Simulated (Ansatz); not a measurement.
CH8AlB2N at its PBE0-D4/def2-TZVP geometry, where that method's forces vanish. The species carries charge 0 and has multiplicity 1. The bonds changed during the relaxation, so this is another structure than the one it started from.

```xyz
13

B     1.3339   -1.9702    0.4640
N     1.0038   -0.8453   -0.2897
C    -0.2563   -0.2337   -0.3841
B    -0.5898    0.9056   -1.2358
Al   -1.0191    1.5177    0.7958
H     2.4513   -2.3891    0.4094
H     0.4844   -2.4734    1.1405
H     1.7067   -0.4146   -0.8732
H    -1.0126   -0.8048    0.1614
H    -1.7250    1.3844   -1.0441
H     0.1549    1.5261   -1.9304
H    -2.2146    0.9075    1.6292
H    -0.3176    2.8899    1.1570
```

(1) What forces (eV/Å) does ωB97M-V/def2-TZVPP give on these atoms in Ansatz? (An estimate is asked.)

Answers

(1) The calculation gave: 
```
B1   0.042 -0.113  0.070
N2   0.414 -0.106 -0.036
C3  -0.484  0.291 -0.038
B4   0.022 -0.064 -0.076
Al5 -0.070  0.080  0.228
H6  -0.133  0.049  0.009
H7   0.089  0.062 -0.073
H8  -0.029 -0.037  0.030
H9   0.051  0.049 -0.056
H10  0.118 -0.043 -0.006
H11 -0.073 -0.080  0.090
H12  0.129  0.070 -0.093
H13 -0.075 -0.158 -0.050
```
